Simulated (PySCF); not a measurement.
B(GeH3)2(H) (BGe₂H₇), SMILES [GeH3][BH][GeH3]. Geometry: B3LYP-D3(BJ)/def2-SVP. This is a generated structure with no PubChem entry under its InChIKey; it may be hypothetical.

Q: Give the equilibrium geometry at B3LYP-D3(BJ)/def2-SVP (PySCF confirms it by a frequency run) as Cartesian coordinates in Å, and its point group. (The exact figures need the calculation; the answer reports its results.)

A: point group C2.
```xyz
10

B      0.0000     0.0000     0.9233
Ge     1.8096    -0.0026    -0.0731
H      2.9376    -0.7481     0.6743
H      2.2451     1.4806    -0.2012
H      1.7147    -0.5692    -1.5068
Ge    -1.8096     0.0026    -0.0731
H     -2.2451    -1.4806    -0.2012
H     -1.7147     0.5692    -1.5068
H     -2.9376     0.7481     0.6743
H      0.0000     0.0000     2.1293
```
Charge 0, spin multiplicity 1.
